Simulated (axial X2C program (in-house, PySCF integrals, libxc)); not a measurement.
## Outer orbitals of ScF at 1.845 Å, HF

Computed with an in-house all-electron X2C program for linear molecules (integrals from PySCF). Spin-free means the one-electron spin-free X2C Hamiltonian; two-component (2c) means X2C with spin–orbit coupling and atomic mean-field two-electron Coulomb and Gaunt terms, so the difference of the two also holds small scalar two-electron terms. Basis: Sc dyall-cv3z [10s11p7d5f2g], F dyall-av3z [7s6p3d2f] (cores contracted in-house); Gaussian nuclei, density fitting, unrestricted open shells. Masses: Sc 44.956 u, F 18.998 u.

The distance is close to the 2c PBE0 minimum; the highest filled and lowest empty levels are listed.

Spin-free orbitals, state M_S = 1, Λ = 2 (beyond evenly filled blocks: σα, δ+α) (Löwdin shares):

```
symmetry  occupied  ε (eV)             atomic character
      σβ       yes  -15.88    90% F p, 5% Sc d, 2% Sc p
      σα       yes  -15.87    89% F p, 6% Sc d, 2% Sc p
     π+β       yes  -15.43    89% F p, 5% Sc d, 3% Sc f
     π-β       yes  -15.43    89% F p, 5% Sc d, 3% Sc f
     π-α       yes  -15.35    89% F p, 5% Sc d, 3% Sc f
     π+α       yes  -15.33    88% F p, 5% Sc d, 3% Sc f
     δ+α       yes   -8.65                    100% Sc d
      σα       yes   -6.24   71% Sc s, 19% Sc p, 6% F p
      σβ        no    0.13           85% Sc s, 10% Sc p
     π+α        no    0.25    88% Sc p, 8% Sc d, 4% F p
     π-α        no    0.36    89% Sc p, 7% Sc d, 4% F p
      σα        no    0.82  77% Sc p, 16% Sc d, 5% Sc s
```

Spinors with spin–orbit coupling (state Ω = 1):

```csv
ω,occupied,ε (eV),atomic character,λ mixture
1/2,yes,-15.88,"90% F p, 5% Sc d, 2% Sc p",100% σ
-1/2,yes,-15.87,"89% F p, 6% Sc d, 2% Sc p",100% σ
-1/2,yes,-15.45,"89% F p, 5% Sc d, 3% Sc f",100% π
3/2,yes,-15.40,"89% F p, 5% Sc d, 3% Sc f",100% π
1/2,yes,-15.35,"88% F p, 5% Sc d, 3% Sc f",100% π
-3/2,yes,-15.32,"88% F p, 5% Sc d, 3% Sc f",100% π
3/2,yes,-8.67,100% Sc d,100% δ
-1/2,yes,-6.24,"71% Sc s, 19% Sc p, 6% F p",100% σ
1/2,no,0.13,"85% Sc s, 10% Sc p",100% σ
1/2,no,0.25,"88% Sc p, 8% Sc d, 4% F p",100% π
-3/2,no,0.37,"89% Sc p, 7% Sc d, 4% F p",100% π
-1/2,no,0.82,"77% Sc p, 16% Sc d, 5% Sc s",100% σ
```

Mulliken charges and populations of the two-component result (they depend on the basis, above all on diffuse functions):

Sc 0.77 e (s 6.82 p 12.18 d 1.20 f 0.03 g 0.01), F -0.77 e (s 4.00 p 5.76 d 0.01). ⟨Lz⟩ = 2.00 ħ and ⟨Sz⟩ = -1.00 ħ (-1.01 and 0.01 on the two atoms), which add up to Ω.

One determinant describes the state; a PBE0 search over occupations chose it and may have missed a lower one. PBE0 can misorder states that lie within some tenths of an eV, so this need not be the ground state of the molecule. The nearest other spin-free determinant of the search, M_S = 0, Λ = 0, lies 0.08 eV up at the distance of the search. With several unpaired electrons one determinant need not be a pure state.
